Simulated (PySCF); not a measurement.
Compound: C8H15 (charge +1).
SMILES with atom numbers: `[CH3:1][CH2:2][C@H:3]1[CH2:4][CH2:5][CH2:6][C+:7]1[CH3:8]`

NICS = −σ at a ghost point: NICS(0) at the centroid of the ring atoms, NICS(1) 1 Å to either side along the normal of their mean plane, zz for the tensor component along that normal. Level: GIAO PBE0/pcSseg-1 (PySCF, non-relativistic, gas phase) on the GFN2-xTB geometry, one conformer.

Ring bond lengths (Å), with Mayer bond orders in brackets: C3–C4 1.541 (0.96), C4–C5 1.529 (1.03), C5–C6 1.532 (1.02), C6–C7 1.455 (1.13), C7–C3 1.457 (1.06).

Q: Give the NICS values of each ring in ppm.

A: 
```
          ring                                            type  NICS(0)  NICS(1), two faces  NICS(1)zz, two faces  rms pucker (Å)  centre to ring atoms, mean (Å)
C3–C4–C5–C6–C7  5-membered carbocycle; formal bonds all single      1.0         -4.0 / -3.5           -3.0 / -2.7            0.15                            1.26
```

Q: What can be read from them?

A: 
- C3–C4–C5–C6–C7: mean NICS(1)zz -2.9 ppm, near zero. C3, C4, C5, C6 have four or more neighbours; no verdict on aromaticity is drawn.

Q: What is the mean of the two in-plane components of NICS at the second NICS(1) probe listed for ring C3–C4–C5–C6–C7, 1 Å off the ring?

A: The isotropic value is a third of the trace: (3 × -3.5 − (-2.7))/2 = -3.9 ppm.

Q: Give the inner angles of the rings and the Hirshfeld charges of the ring atoms.

A: 
- C3–C4–C5–C6–C7: C3 104.9° (-0.001 e), C4 103.3° (-0.051 e), C5 103.2° (-0.050 e), C6 106.1° (-0.035 e), C7 110.8° (+0.233 e); sum 528.2° against 540° for a flat convex ring.

Q: What are the shieldings of the ring atoms and their hydrogens in the same run (means over atoms taken as equivalent)?

A: 
```
  atoms                environment  σ isotropic (ppm)  principal values of the symmetric part, first atom (ppm)
     C3              sp3 CH carbon              101.9                                        69.2, 105.4, 131.0
     C4            ring CH2 carbon              151.0                                       118.8, 162.3, 171.8
     C5            ring CH2 carbon              159.3                                       133.3, 169.1, 175.5
     C6            ring CH2 carbon              119.0                                        92.3, 117.4, 147.5
     C7  formal carbocation centre             -170.4                                     -344.3, -299.3, 132.3
H on C3           methine hydrogen              28.40                                          24.7, 28.2, 32.3
H on C4         methylene hydrogen              29.77                                          24.7, 29.9, 34.8
H on C4         methylene hydrogen              28.55                                          22.9, 28.7, 34.0
H on C5         methylene hydrogen              28.85                                          24.1, 26.4, 36.1
H on C5         methylene hydrogen              29.35                                          24.5, 27.4, 36.1
H on C6         methylene hydrogen              27.75                                          23.2, 27.1, 33.0
H on C6         methylene hydrogen              27.18                                          22.6, 26.9, 32.1
```

Hardware: x86-64 server, one thread, on a shared host. Cost: 82 s of wall time. This is the whole shielding run at PBE0/pcSseg-1, SCF included.
